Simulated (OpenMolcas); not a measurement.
**Cu6+, Ag6+, Au6+: d⁵ down the group**

| Item | Value |
| --- | --- |
| Program | OpenMolcas |
| Method | SS-CASPT2, IPEA 0.25 Eh, imaginary shift 0.1 Eh |
| Basis | ANO-RCC-VQZP |
| Scalar Hamiltonian | DKH2, point nucleus |
| Spin-orbit coupling | RASSI with atomic mean-field integrals over the reference wave functions, term energies averaged over their components |

Active space for each ion: 5 electrons in 10 orbitals (d d); closed shells correlated by CASPT2: Cu6+ 3s 3p; Ag6+ 4s 4p; Au6+ 5s 5p.

Computed levels in cm-1 above ⁶S_5/2:

```csv
Level,Cu6+,Ag6+,Au6+
⁴G_7/2,47950,32050,27430
⁴G_11/2,48040,32360,29530
⁴G_9/2,48050,32530,31110
⁴P_1/2,53300,36480,33150
⁴D_7/2,57410,38420,38000
⁴D_1/2,57710,40400,44340
²I_11/2,69930,46550,44430
²I_13/2,70250,47980,49430
²F_7/2(1),77370,55670,64250
weight of ⁶S in the lowest level (%),100,98,78
```

Mixed levels, with the weight of the term that names them: Ag6+ ⁴P_1/2 (69 %), Ag6+ ⁴D_1/2 (70 %), Ag6+ ²F_7/2(1) (53 %), Au6+ ⁴G_7/2 (57 %), Au6+ ⁴G_11/2 (71 %), Au6+ ⁴P_1/2 (59 %), Au6+ ⁴D_7/2 (54 %), Au6+ ⁴D_1/2 (67 %), Au6+ ²I_11/2 (68 %), Au6+ ²F_7/2(1) (56 %).

Measured, with the error of the calculation in %. Measured levels: Cu6+, Ag6+ from the list in Gamrath, thesis, University of Mons (2023).

```csv
Level,Cu6+,Ag6+
⁴G_7/2,,30378 (+5.5)
⁴G_11/2,,30662 (+5.5)
⁴G_9/2,,30907 (+5.2)
⁴P_1/2,51407 (+3.7),34605 (+5.4)
⁴D_7/2,55742 (+3.0),36485 (+5.3)
⁴D_1/2,56210 (+2.7),38685 (+4.4)
²I_11/2,67757 (+3.2),44011 (+5.8)
²I_13/2,67918 (+3.4),45546 (+5.3)
²F_7/2(1),74408 (+4.0),
```

Without spin-orbit coupling ⁴G lies 48000, 32250, 28630 cm-1 above ⁶S in that order; the difference to the level ⁴G_7/2, of either sign, comes from spin-orbit coupling, which also lowers the zero.

CASPT2 breaks the degeneracy within a term, and the mean is taken; among the terms shown or strongly mixed into the levels shown the widest spread is 160 cm-1 (4d⁵ ⁴F, Ag6+). Active for correlation alone: 4d; no level in the range computed is led by a configuration that fills it, so any true level of that kind is missing (holds for Cu6+). Active for correlation alone: 5d; no level in the range computed is led by a configuration that fills it, so any true level of that kind is missing (holds for Ag6+). Active for correlation alone: 6d; no level in the range computed is led by a configuration that fills it, so any true level of that kind is missing (holds for Au6+). Computed and measured levels are paired by configuration, term and J; levels that our copy of the source lacks, or whose pairing is in doubt (as where it misses far off the trend of its configuration), stay unpaired and out of the deviations. Only configurations of the active space appear.

A number in round brackets counts repeated terms of one configuration in the order of the reference energies.
